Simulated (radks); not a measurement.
Problem. Ionisation of neutral argon, [Ar], to [Ne] 3s2 3p5 as the strength of local exchange is varied. Method: non-relativistic Kohn-Sham, Slater X-alpha exchange (alpha = 2/3 is LDA exchange), no correlation, spin-unpolarised, spherical densities, point nucleus; computed with a radial shooting solver on a logarithmic mesh with Libxc functionals.

| alpha | E(Ar) (hartree) | exchange (hartree) | IE (eV) | -e of the level emptied (eV) | <r> of it (bohr) |
|---|---|---|---|---|---|
| 0.568 | -520.42086 | -23.50160 | 13.402 | 7.857 (3p) | 1.722 |
| 0.577 | -520.79336 | -23.88907 | 13.526 | 7.966 (3p) | 1.718 |
| 0.593 | -521.45617 | -24.57905 | 13.747 | 8.161 (3p) | 1.712 |
| 0.667 | -524.53131 | -27.78941 | 14.792 | 9.087 (3p) | 1.682 |
| 0.702 | -525.99130 | -29.31879 | 15.298 | 9.539 (3p) | 1.668 |
| 0.858 | -532.54177 | -36.22083 | 17.643 | 11.652 (3p) | 1.611 |
| 0.87 | -533.04856 | -36.75753 | 17.829 | 11.821 (3p) | 1.607 |
| x | -520.91758 | -24.01833 | 13.567 | 8.002 (3p) | 1.717 |

Which alpha was used in the last row?

Solution. alpha = 0.58. NIST Atomic Spectra Database: 15.760 eV (measured). The Delta-SCF value meets it near alpha = 0.73. Spin polarisation and multiplet splitting are left out, so open shells lie too high by an amount that depends on their filling.

Beside tabulated values, note that spin-unpolarised runs miss the spin-polarisation part of the exchange energy of open shells.
